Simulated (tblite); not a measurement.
Species: C3H8BO2 (doublet state).
Bonds: C1–C2, C2–C3, C2–B4, B4–O5, B4–O6. Hydrogens: H7, H8, H9 on C1; H10, H11, H12 on C3; H13 on O5; H14 on O6.

Computed with GFN2-xTB (tblite), gas phase: L-BFGS steps from a force-field or distance-geometry start until the largest atomic force falls under 0.01 eV/Å.

Step 27: E = -540.6675 eV
```
atom  x, y, z in Å  |  force x, y, z in eV/Å
C1     -1.2568   -0.9016   -0.3233    0.038  -0.055  -0.037
C2     -0.3603    0.2368    0.0219    0.027   0.015   0.123
C3     -0.7271    1.5855   -0.4850    0.099   0.057   0.027
B4      1.0502   -0.2437    0.5204    0.002  -0.003  -0.021
O5      1.3083   -0.3736    1.8508    0.027   0.080  -0.079
O6      1.9255   -0.6831   -0.4316   -0.046   0.112   0.134
H7     -1.0913   -1.7094    0.3828   -0.131  -0.155   0.035
H8     -2.3110   -0.6348   -0.3390   -0.006   0.096   0.022
H9     -0.9842   -1.2764   -1.3133   -0.097  -0.116  -0.127
H10    -0.3635    1.7164   -1.5085    0.058   0.033  -0.115
H11    -0.2746    2.3721    0.1148    0.031   0.012   0.052
H12    -1.8061    1.7390   -0.5141   -0.004  -0.110   0.087
H13     2.1496   -0.7648    2.1035   -0.104   0.068  -0.065
H14     2.7406   -1.0627   -0.1016    0.104  -0.033  -0.036
```

Step 28: E = -540.6725 eV
```
atom  x, y, z in Å  |  force x, y, z in eV/Å
C1     -1.2568   -0.9051   -0.3237    0.011  -0.019  -0.043
C2     -0.3588    0.2365    0.0190    0.003  -0.032   0.130
C3     -0.7242    1.5897   -0.4852    0.079  -0.073   0.018
B4      1.0510   -0.2421    0.5217   -0.016   0.047  -0.026
O5      1.3157   -0.3664    1.8508   -0.100   0.096  -0.080
O6      1.9292   -0.6745   -0.4287   -0.098   0.094   0.070
H7     -1.1010   -1.7178    0.3833   -0.100  -0.057  -0.027
H8     -2.3102   -0.6332   -0.3421   -0.010   0.099   0.048
H9     -0.9946   -1.2800   -1.3176   -0.054  -0.111  -0.082
H10    -0.3632    1.7142   -1.5130    0.045   0.072  -0.014
H11    -0.2701    2.3719    0.1223   -0.007  -0.024  -0.033
H12    -1.8057    1.7349   -0.5130    0.049  -0.068   0.089
H13     2.1515   -0.7664    2.0984    0.000   0.037  -0.029
H14     2.7365   -1.0621   -0.0945    0.197  -0.060  -0.020
```

Step 29: E = -540.6758 eV
```
atom  x, y, z in Å  |  force x, y, z in eV/Å
C1     -1.2582   -0.9074   -0.3245   -0.020   0.002  -0.043
C2     -0.3590    0.2358    0.0193   -0.023  -0.068   0.071
C3     -0.7214    1.5916   -0.4847    0.043  -0.138   0.004
B4      1.0499   -0.2419    0.5199   -0.014   0.057  -0.015
O5      1.3152   -0.3633    1.8484   -0.003   0.047  -0.025
O6      1.9324   -0.6731   -0.4256    0.099  -0.007   0.113
H7     -1.1100   -1.7237    0.3833   -0.078   0.013  -0.074
H8     -2.3111   -0.6298   -0.3427    0.009   0.088   0.051
H9     -1.0021   -1.2834   -1.3215   -0.039  -0.087  -0.021
H10    -0.3619    1.7144   -1.5156    0.025   0.079   0.067
H11    -0.2679    2.3724    0.1267   -0.020  -0.050  -0.075
H12    -1.8048    1.7314   -0.5097    0.088  -0.039   0.076
H13     2.1559   -0.7634    2.0868   -0.076   0.073  -0.019
H14     2.7423   -1.0601   -0.0823    0.008   0.031  -0.108
```

Task: Estimate the geometry and energy of step 30. (The exact step hangs on the optimiser's Hessian estimate; all steps are aligned on step 29, rigid shifts and turns removed.)

Result: E = -540.6792 eV, largest force 0.145 eV/Å
```
atom  x, y, z in Å  |  force x, y, z in eV/Å
C1     -1.2573   -0.9094   -0.3259   -0.049   0.013  -0.028
C2     -0.3587    0.2347    0.0229   -0.037  -0.090  -0.019
C3     -0.7180    1.5906   -0.4846    0.005  -0.145   0.003
B4      1.0503   -0.2398    0.5205   -0.008   0.052   0.012
O5      1.3150   -0.3582    1.8478   -0.051   0.057   0.024
O6      1.9333   -0.6691   -0.4226    0.101  -0.022   0.018
H7     -1.1158   -1.7284    0.3823   -0.060   0.053  -0.100
H8     -2.3095   -0.6258   -0.3416    0.023   0.070   0.038
H9     -1.0064   -1.2884   -1.3251   -0.029  -0.045   0.035
H10    -0.3602    1.7162   -1.5174    0.013   0.055   0.116
H11    -0.2667    2.3723    0.1277   -0.014  -0.061  -0.083
H12    -1.8023    1.7270   -0.5060    0.095  -0.019   0.056
H13     2.1522   -0.7615    2.0869   -0.011   0.051   0.002
H14     2.7435   -1.0607   -0.0871    0.022   0.032  -0.076
```

The energy changes by -0.0034 eV. The first-order estimate −F·Δx gives -0.0045 eV and the mean of the old and new forces, exact on a quadratic surface, -0.0034 eV. The step makes an angle of 49° with the force vector and moves no atom by more than 0.008 Å.

The cost below is that of the whole relaxation. Time: 0.59 s wall. Hardware: one thread, Arm Neoverse V1 (aarch64), on a shared host.
